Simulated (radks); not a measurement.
Question: These are the eigenvalues of the occupied orbitals of an atom or ion with whole-number occupations (hartree). All-electron calculation, scalar-relativistic Kohn-Sham, BLYP, spin-polarised, spherical densities, finite nucleus; Fermi nuclear charge, rms radius of each element as measured or else 0.836 A^(1/3) + 0.57 fm. Program: a radial shooting solver on a logarithmic mesh with Libxc functionals.

orbital  eigenvalue
1s up     -917.6539
1s down   -917.6509
2s up     -158.8163
2s down   -158.4686
2p up     -145.5071
2p down   -145.2448
3s up     -49.30298
3s down   -48.88398
3p up     -44.94557
3p down   -44.51662
3d up     -38.44381
3d down   -37.93695

Which element is it, and in what charge state? The configuration may be excited. Open shells, if any, are filled with parallel spins first.

Answer: Z = 46, palladium, charge +22: Pd22+ in [Ar] 3d6. The list shows which subshells hold electrons but not how many an open one holds; the 1s level, -917.65 hartree, gives Z - s = 42.8 by -(Z - s)^2/2, which with screening and relativity narrows Z to a few neighbours, and the depths of the outer levels then fix element, charge and occupations together.
